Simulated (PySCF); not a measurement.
C₃H₅BN₂O, SMILES CB(O)/C=N\C#N. Coordinates come from a PBE0-D3(BJ)/def2-SVP optimisation. The structure was generated by enumeration; whether it is a known compound was not checked. The values are those of a single conformer.

Computed equilibrium geometry at PBE0-D3(BJ)/def2-SVP (PySCF confirms it by a frequency run) as a Z-matrix, and its point group (one conformer of several):
point group Cs.
```
B
O 1 1.3519
H 2 0.9640 1 114.65
C 1 1.5589 2 119.73 3 -180.00
H 4 1.0989 1 111.54 2 0.00
H 4 1.1030 5 108.97 1 123.10
H 4 1.1030 5 108.97 6 113.80
C 1 1.6048 2 116.29 3 0.00
N 8 1.2832 1 129.31 2 180.00
C 9 1.3280 8 124.48 1 0.00
N 10 1.1653 9 172.42 8 180.00
H 8 1.1069 9 112.88 10 180.00
```
